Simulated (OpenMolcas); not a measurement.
# Potential curves of InBr: spin–orbit levels

Calculated with OpenMolcas 26.06: state-averaged CASSCF(8,7) over In 5s 5p, Br 4p, XMS-CASPT2 (IPEA 0.25, imaginary shift 0.2 hartree), scalar X2C, ANO-RCC-VDZP, then RASSI spin–orbit state interaction with atomic mean-field integrals. C2 symmetry about the axis (a holds Σ, Δ, Γ; b holds Π, Φ, H; Σ⁺ and Σ⁻ are not told apart); roots by multiplicity and irrep: 1a 5, 3b 6, 1b 4, 3a 5.

XMS-CASPT2 energies with spin–orbit state interaction in eV from the lowest point. Curves are followed by energy order within each symmetry, so they are adiabatic and may change character at avoided crossings; for Ω = 0 the + and − levels are counted together.

```csv
R (Å),(1)Ω=0,(2)Ω=0,(3)Ω=0,(1)Ω=1,(2)Ω=1,(2)Ω=2,(4)Ω=0,(3)Ω=1,(4)Ω=1
2.225,0.886,3.880,3.889,3.978,5.421,7.090,6.885,6.870,7.004
2.354,0.314,3.432,3.442,3.531,4.873,6.036,6.015,5.922,6.142
2.471,0.074,3.286,3.297,3.384,4.598,5.382,5.398,5.292,5.654
2.587,0.000,3.283,3.296,3.380,4.435,4.920,4.966,4.852,5.205
2.716,0.044,3.363,3.380,3.459,4.307,4.561,4.636,4.517,4.866
2.846,0.170,3.476,3.499,3.568,4.208,4.315,4.416,4.296,4.641
3.027,0.423,3.616,3.653,3.699,4.065,4.095,4.225,4.136,4.448
3.260,0.804,3.708,3.767,3.769,3.932,3.938,4.093,4.052,4.315
3.622,1.408,3.719,3.807,3.751,3.841,3.956,4.012,4.003,4.130
4.139,2.175,3.697,3.819,3.712,3.792,3.960,3.973,3.983,4.001
4.915,3.081,3.690,3.842,3.698,3.765,3.967,3.953,3.958,3.994
5.950,3.655,3.703,3.934,3.708,3.767,3.982,3.961,3.965,4.007
```

Question: With masses 114.904 and 78.918 u, fit the curves (1)Ω=0, (2)Ω=0, (3)Ω=0, (1)Ω=1 near their minima.

Answer: At XMS-CASPT2 with spin–orbit state interaction, Te from the lowest curve (the fit fixes ωe to a per cent or two; the method's Re and ωe can be off by some per cent):

```json
{"curve": "(1)Ω=0", "Te (cm⁻¹)": "0", "Re (Å)": "2.600", "ωe (cm⁻¹)": "209.2"}
{"curve": "(2)Ω=0", "Te (cm⁻¹)": "26390", "Re (Å)": "2.530", "ωe (cm⁻¹)": "209.8"}
{"curve": "(3)Ω=0", "Te (cm⁻¹)": "26490", "Re (Å)": "2.527", "ωe (cm⁻¹)": "212.4"}
{"curve": "(1)Ω=1", "Te (cm⁻¹)": "27180", "Re (Å)": "2.531", "ωe (cm⁻¹)": "208.4"}
```

The 9 lowest clean curves are shown; the next is (3)Ω=2, from 4.00 eV. Left out for impure symmetry, kinks or missing points, though low: (1)Ω=2. Only roots inside an energy window near the equilibrium distance were included, so the list of states is not complete; labels number the states computed. Each spin and symmetry block has orbitals of its own, averaged over its own roots, so gaps between blocks are less sure than gaps within one and near the minimum can be off by tenths of an eV, in bad cases by more. No Rydberg orbitals are active, so Rydberg states, and σ→σ* states whose orbital the CASSCF left unused, can be missing between those listed. CASPT2 splits the two components of degenerate states numerically, here by up to 39 cm⁻¹. At stretched bonds a block can hold a wrong CASSCF solution and miss its lowest state; points past a visible jump are left out. Points that failed a check (symmetry, reference weights, a jump) are left out.
